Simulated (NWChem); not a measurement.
System: C3H4F2O; SMILES COC=C(F)F

```xyz
10

C      0.1211    -2.4762     0.3381
O     -0.2715    -1.3272    -0.4047
C      0.5395    -0.2455    -0.2107
C      0.0333     0.9691    -0.0169
F     -1.2567     1.2554     0.0689
F      0.7848     2.0627     0.0730
H     -0.5504    -3.2834     0.0385
H      0.0306    -2.3044     1.4189
H      1.1576    -2.7631     0.1076
H      1.6178    -0.3791    -0.2674
```
Atoms are numbered in this order, from 1.

All runs: NWChem. All runs use the structure optimised with B3LYP/6-31G* (spherical d).

For level CAM-B3LYP/def2-TZVP:

```yaml
highest occupied level (eV): -8.24
orbital gap (eV): 10.06
dipole (D): 2.59
```

**Question.** What are these values for level BLYP/def2-TZVP?

**Answer.** 
- highest occupied level (eV): -5.38
- orbital gap (eV): 5.19
- dipole (D): 2.33
